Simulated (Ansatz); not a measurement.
Mulliken charges of C$_{2}$H$_{4}$FNOSi, SMILES `CO[SiH](F)C#N` from B3LYP/def2-TZVPP in Ansatz (PBE0-D4/def2-TZVP geometry).

```json
{"atom": "C1", "x (Å)": "0.084", "y (Å)": "-1.083", "z (Å)": "-1.146", "charge (e)": "-0.126"}
{"atom": "O2", "x (Å)": "0.587", "y (Å)": "-0.836", "z (Å)": "0.157", "charge (e)": "-0.351"}
{"atom": "Si3", "x (Å)": "0.082", "y (Å)": "0.261", "z (Å)": "1.215", "charge (e)": "0.750"}
{"atom": "F4", "x (Å)": "-1.369", "y (Å)": "-0.048", "z (Å)": "1.774", "charge (e)": "-0.298"}
{"atom": "C5", "x (Å)": "-0.080", "y (Å)": "1.893", "z (Å)": "0.352", "charge (e)": "-0.270"}
{"atom": "N6", "x (Å)": "-0.146", "y (Å)": "2.894", "z (Å)": "-0.213", "charge (e)": "0.006"}
{"atom": "H7", "x (Å)": "0.818", "y (Å)": "-1.690", "z (Å)": "-1.675", "charge (e)": "0.120"}
{"atom": "H8", "x (Å)": "-0.068", "y (Å)": "-0.149", "z (Å)": "-1.694", "charge (e)": "0.112"}
{"atom": "H9", "x (Å)": "-0.860", "y (Å)": "-1.629", "z (Å)": "-1.093", "charge (e)": "0.117"}
{"atom": "H10", "x (Å)": "1.036", "y (Å)": "0.336", "z (Å)": "2.325", "charge (e)": "-0.061"}
```

**Question.** By hand: the dipole of these point charges (1 e Å = 4.8032 D).

**Answer.** Σ q r = (0.200, -0.284, -0.285) e Å, of length 0.449 e Å = 2.16 D.

**Question.** How does the dipole of the full density compare? (Best estimate.)

**Answer.** Computed: (0.138, -0.574, -0.045) e Å, 2.84 D; the point charges give 0.76 times that, at 40° from its direction.

Point charges leave out the atoms' own dipoles, such as those of lone pairs, and Mulliken's split depends on the basis, so the two needn't agree.

B3LYP here is the variant with VWN-RPA as its local correlation; programs differ in this.
